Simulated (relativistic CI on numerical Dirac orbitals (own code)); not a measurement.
P VI: sensitivity of the levels to the model

Base calculation: Dirac-Coulomb-Breit CI, KLI orbitals optimised for each configuration, model QED, valence Slater integrals scaled by 0.85, P86 correlation energy added to each configuration.

Configurations in the expansion (outside the closed core 1s2): 2s2 2p6, 2s2 2p5 3s, 2s2 2p5 3p, 2s2 2p5 3d, 2s2 2p5 4s, 2s2 2p5 4p, 2s 2p6 3s, 2s2 2p5 4d, 2s2 2p5 4f, 2s2 2p5 5s, 2s 2p6 3p, 2s2 2p5 5p, 2s2 2p5 5d, 2s2 2p5 5f, 2s2 2p5 5g, 2s2 2p4 3s2, 2s 2p6 3d, 2s2 2p4 3s 3p, 2s2 2p4 3p2, 2s2 2p4 3s 3d, 2s 2p6 4s, 2s2 2p4 3p 3d, 2s 2p6 4p, 2s 2p6 4d, 2s 2p6 4f, 2s 2p5 3s2, 2s2 2p4 3d2, 2s 2p6 5s, 2s 2p6 5p, 2s 2p6 5d, 2s 2p6 5f, 2s 2p6 5g. Levels of other configurations are missing.

Variants: (1) valence Slater integrals scaled by 0.75; (2) no correlation estimate; (3) Breit term removed. Shifts of the energy above 2s2 2p6 1S_0, in cm⁻¹, for the lowest level and the first level of each name with at least 55 % of one term (blank where a level changes its place among those of its configuration and J or its character, or is not in the variant):

```tsv
Level	Base	Δ(1)	Δ(2)	Δ(3)	Measured
2s2 2p6 1S_0	0	0	0	0	0
2s2 2p5 3s 3P°_2	1090243	+260	-8381	+352	
2s2 2p5 3s 3P°_1	1093482	+59	-8381	+435	
2s2 2p5 3s 3P°_0	1097417	+262	-8381	+698	1097062
2s2 2p5 3s 1P°_1	1102412	-600	-8381	+619	1103116
2s2 2p5 3p 3S_1	1174691	+2082	-8789	+422	1171426
2s2 2p5 3p 3D_3	1186547	+359	-8782	+387	1185452
2s2 2p5 3p 3D_2	1187552	+205	-8782	+368	
2s2 2p5 3p 3D_1	1190180	+102	-8782	+431	1189314
2s2 2p5 3p 3P_2	1193247	-450	-8782	+362	
2s2 2p5 3p 3P_0	1197776	-578	-8781	+530	1197983
2s2 2p5 3p 3P_1	1198982	-482	-8781	+632	1198999
2s2 2p5 3p 1S_0	1242633	-6829	-8792	+472	1242588
2s2 2p5 3d 3P°_0	1307213	+772	-8842	+375	1305796
```

At this charge configurations can still be misplaced by up to about 7 % of their energy. 29 of the 38 excited levels that our extract of the measured tables holds in this range could be paired (the sources list more); they are missed by 805 cm⁻¹ on average and 3265 at most, and levels without a partner can miss by more.

Measured levels: Martin, Zalubas and Musgrove, J. Phys. Chem. Ref. Data 14, 751 (1985).

Ionisation energy from the two ground configurations alone: base 220.287 eV; no correlation estimate 218.834 eV; Breit term removed 220.342 eV. The NIST ASD value (semi-empirical) is 220.43 eV.

LS names give the leading component of a level, which can be under half, so a name can repeat, a term be missing and a line seem to break the LS rules.
